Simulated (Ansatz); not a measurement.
Species: HgBr2, charge 0, triplet. This triplet is an excited state, 2.8 eV above the singlet at CCSD(T)/def2-QZVPP (Ansatz, a program for electronic structure). HgBr2 (parent SMILES [Hg]([Br])[Br], triplet).
B3LYP-D3(BJ)/def2-TZVP minimum from Ansatz:
```xyz
3

Hg     0.7938    -0.4142    -0.6416
Br    -1.0631     1.6467    -0.2171
Br    -0.7514    -0.7000     1.6836
```
Charge 0, spin multiplicity 3.

Total energies in def2-SVP, 26 correlated electrons, 32 frozen orbitals. Open shells are spin-unrestricted; no spin-orbit coupling. Correlated methods leave the cores frozen (noble-gas shells, and filled d and f shells in the p block). Past Kr the def2 sets carry scalar-relativistic core potentials. Spin-orbit terms, left out, reach several kcal/mol for Br and I, and more for heavier atoms. The UHF reference of Br2Hg (parent SMILES [Br][Hg][Br], triplet) is spin-contaminated (<S^2> up to 0.04 over the pure value in the sets run). The spin of Br2Hg (parent SMILES [Br][Hg][Br], triplet) was assumed, and the state is the lowest solution found for it.

```csv
method,program,energy (Eh),minus CCSDT(Q) (mEh)
HF,Ansatz,-5296.71876,537.18
MP2,Ansatz,-5297.23208,23.85
CCSD,Ansatz,-5297.24138,14.56
CCSD(T),Ansatz,-5297.25324,2.70
CCSDT(Q),Ansatz,-5297.25593,0.00
```

Rough core times of Ansatz's runs on a shared machine: CCSD(T) 2 min, CCSDT(Q) 40 min.
